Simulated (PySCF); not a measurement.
## Ionising PbF

PBE0; basis Pb def2-SVP with ECP60, F def2-SVP; scalar-relativistic core potentials; PySCF 2.14. Neutral (UKS): doublet (π ↑), Re = 2.065 Å, ωe = 550 cm⁻¹, De = 4.30 eV, HOMO -4.57 eV, LUMO -2.81 eV.

PbF⁺ (UKS): singlet (closed shell), Re = 2.002 Å, ωe = 635 cm⁻¹. The energies at the minima are -292.53992 hartree for PbF and -292.28905 for PbF⁺.

Question: Work out the adiabatic ionisation energy, without and with harmonic zero-point energies (1 hartree = 27.2114 eV, 1 eV = 8065.5 cm⁻¹), and the change of the bond length.

Answer: At PBE0: 0.25087 hartree = 6.827 eV between the minima; the zero-point term (635.0 − 550.0)/2 cm⁻¹ = +0.005 eV makes it 6.832 eV. Re changes by -6.3 pm against the neutral. The electron leaves a π orbital; in so polar a molecule the change of length follows mostly from the change of the ionic charges.

These are scalar-relativistic numbers at best; spin–orbit coupling would shift them, the dissociation energy most. States were picked by a PBE0 search and need not be the measured ground states.
